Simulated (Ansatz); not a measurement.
Relaxing a trial structure of C3H8OZn

The starting geometry of this gas-phase singlet was optimised with GFN2-xTB.

```yaml
atoms:
  - { symbol: C, position_ang: [0.3634, 1.5305, 0.0813] }
  - { symbol: C, position_ang: [-1.1006, 1.3994, 0.4895] }
  - { symbol: C, position_ang: [-1.9150, 0.5343, -0.4657] }
  - { symbol: O, position_ang: [-1.1917, 0.7531, 1.7753] }
  - { symbol: Zn, position_ang: [-2.3614, -0.8835, 0.9008] }
  - { symbol: H, position_ang: [0.8147, 0.5422, 0.0087] }
  - { symbol: H, position_ang: [0.9229, 2.1185, 0.8092] }
  - { symbol: H, position_ang: [0.4348, 2.0221, -0.8849] }
  - { symbol: H, position_ang: [-1.5393, 2.4040, 0.5933] }
  - { symbol: H, position_ang: [-0.6572, 1.2335, 2.4210] }
  - { symbol: H, position_ang: [-2.7353, 1.1180, -0.8784] }
  - { symbol: H, position_ang: [-1.2923, 0.2420, -1.3090] }
  - { symbol: H, position_ang: [-2.6965, -1.9700, 1.9187] }
```

Q: Predict what it relaxes into with B3LYP/6-31G*.

A: It keeps its bonds.

The energy falls by 0.10 eV over 17 steps:

```tsv
step	E − E(last) (eV)
1	0.101
3	0.004
5	0.003
6	0.003
8	0.002
10	0.002
12	0.001
13	0.001
15	0.000
17	0.000
```

Final geometry (Å):

```yaml
atoms:
  - { symbol: C, position_ang: [0.3861, 1.4496, 0.1115] }
  - { symbol: C, position_ang: [-1.0999, 1.4843, 0.4487] }
  - { symbol: C, position_ang: [-1.9571, 0.5749, -0.4230] }
  - { symbol: O, position_ang: [-1.3159, 0.9416, 1.7999] }
  - { symbol: Zn, position_ang: [-2.2079, -0.8848, 0.8572] }
  - { symbol: H, position_ang: [0.7507, 0.4155, 0.0933] }
  - { symbol: H, position_ang: [0.9831, 2.0106, 0.8426] }
  - { symbol: H, position_ang: [0.5630, 1.8940, -0.8741] }
  - { symbol: H, position_ang: [-1.4522, 2.5257, 0.4606] }
  - { symbol: H, position_ang: [-0.7634, 1.3978, 2.4577] }
  - { symbol: H, position_ang: [-2.9062, 1.0562, -0.6834] }
  - { symbol: H, position_ang: [-1.4551, 0.3181, -1.3605] }
  - { symbol: H, position_ang: [-2.4786, -2.1392, 1.7292] }
```

No frequencies were run, so the end isn't proven a minimum. Run with Ansatz 0.2.0, 58 s on 2 threads of Arm Neoverse V1 (shared host).
